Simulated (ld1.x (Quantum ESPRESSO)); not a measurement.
## What the settings do to the TM potential of zinc

Base potential:

```
Element                 : Zn (Z = 30)
Generator               : ld1.x (Quantum ESPRESSO) 7.5
Type                    : norm-conserving Troullier–Martins (Kleinman–Bylander form)
Functional              : PW91
Relativity              : scalar-relativistic
Frozen core             : [Ne]
Valence charge          : 20
Reference configuration : 3s2 3p6 3d10 4s2 4p0
Partial waves           : 3s (bound): rc 1.00 bohr; 3p (bound): rc 0.70 bohr; 3d (bound): rc 1.15 bohr
Local potential         : all-electron potential smoothed inside 1.10 bohr (lloc = -2)
Core correction         : none
```

Occupied shells without a wave of their own: 4s. They enter only through the test configuration that unscreens the potential.

All-electron outer shells of the reference configuration (PW91, scalar-relativistic, ld1.x):

```json
{"shell": "2s", "level (eV)": "-1158.58", "outermost node (bohr)": "0.07", "outermost maximum (bohr)": "0.19"}
{"shell": "2p", "level (eV)": "-1004.48", "outermost node (bohr)": "–", "outermost maximum (bohr)": "0.15"}
{"shell": "3s", "level (eV)": "-129.24", "outermost node (bohr)": "0.28", "outermost maximum (bohr)": "0.59"}
{"shell": "3p", "level (eV)": "-83.46", "outermost node (bohr)": "0.25", "outermost maximum (bohr)": "0.59"}
{"shell": "3d", "level (eV)": "-10.22", "outermost node (bohr)": "–", "outermost maximum (bohr)": "0.57"}
{"shell": "4s", "level (eV)": "-6.05", "outermost node (bohr)": "0.85", "outermost maximum (bohr)": "2.09"}
{"shell": "4p", "level (eV)": "-1.17", "outermost node (bohr)": "0.92", "outermost maximum (bohr)": "3.08"}
```

Cutoffs, loose and tight: the cutoffs (Ry, on a coarse ladder) from which the occupation-weighted sum of valence levels, in a spherical-Bessel basis at the reference potential, stays within 10 and 1 mRy of its value at 400 Ry. They do not see the model core or the augmentation charge, which bear on the density cutoff. Test errors are all-electron minus pseudo excitation energies from the reference, over the configurations 3s2 3p6 3d10 4s1 4p0; 3s2 3p6 3d10 4s0 4p0; 3s2 3p6 3d9 4s0 4p0; 3s1 3p6 3d10 4s2 4p0; 3s2 3p6 3d10 4s0 4p1; 3s2 3p6 3d9 4s2 4p1; 3s2 3p6 3d10 4s0 4p2. A dash means not determined; rows that change the core or the reference have their own tests.

A true bound ghost makes a file unfit for plane-wave use even where its test errors are small: the radial tests pick states by their node count and pass the ghost by. Where a test does run into it, the solver fails or the error is huge.

On the changes marked as counting shells twice: ld1.x takes every shell without a wave as core, so the model core holds the marked electrons as well and exchange and correlation see them twice. This cancels in the reference configuration, but the file is broken for other ones, and its errors say nothing about a proper core correction.

| change | outcome | cutoff, loose | cutoff, tight | bound ghosts | largest test error (meV) |
| --- | --- | --- | --- | --- | --- |
| base | generated, misses its reference levels by 0.35 eV | 230 Ry | over 300 Ry | none | -1806 |
| type PAW; waves now 3s (bound): rcut 0.90, rcutus 1.00 bohr; 4s (bound): rcut 0.90, rcutus 1.00 bohr; 3p (bound): rc 0.70 bohr; 4p (bound): rc 0.70 bohr; 3d (bound): rcut 1.00, rcutus 1.15 bohr; 3d channel at 0.3 Ry: rcut 1.00, rcutus 1.15 bohr; local potential all-electron potential smoothed inside 0.65 bohr (lloc = -1); core correction a·sin(br)/r model core, default radius (ld1.x builds one for every PAW set, though the input has nlcc=.false.); augmentation BG, radius 0.55 bohr | failed: invmat: error in DGETRF | – | – | – | – |
| all radii scaled by about 1.32 (s 1.32, p 0.92, d 1.52 bohr); local potential all-electron potential smoothed inside 1.44 bohr (lloc = -2) | generated, misses its reference levels by 0.31 eV | 160 Ry | 230 Ry | none | +1422 |
| wave 3s (bound): rc 1.00 bohr becomes 3s (bound): rc 1.12 bohr | generated, misses its reference levels by 0.43 eV | 230 Ry | over 300 Ry | none | -2195 |
| local potential all-electron potential smoothed inside 0.68 bohr (lloc = -2) | generated, misses its reference levels by 0.31 eV | 230 Ry | over 300 Ry | none | -1580 |
| wave 3p (bound): rc 0.70 bohr becomes 3p (bound): rc 0.58 bohr | generated, misses its reference levels by 0.35 eV | over 300 Ry | over 300 Ry | none | -1806 |
| reference 3s2 3p6 3d10 4s0 4p0 | generated | 230 Ry | over 300 Ry | none | +1163 |
| functional PBE | generated, misses its reference levels by 0.35 eV | 230 Ry | over 300 Ry | none | -1808 |
| core correction a·sin(br)/r model core inside 0.84 bohr (4s counted twice) | generated, misses its reference levels by 0.35 eV | 230 Ry | over 300 Ry | none | -2753 |
| core [Ar], valence charge 12; reference 3d10 4s2 4p0; waves now 4s (bound): rc 1.45 bohr; 4p (bound): rc 2.20 bohr; 3d (bound): rc 1.45 bohr; local potential the d channel; core correction Bessel-smoothed model core, default radius (core density twice the valence density) | generated | 140 Ry | 230 Ry | s, p | -240 over the solved tests; 2 of 7 tests not solved or not reliable |

Task: What comes out with this change to the base: local potential the p channel?

Result: outcome: generated, misses its reference levels by 0.29 eV; cutoff, loose: 230 Ry; cutoff, tight: over 300 Ry; bound ghosts: none; largest test error (meV): -1481.
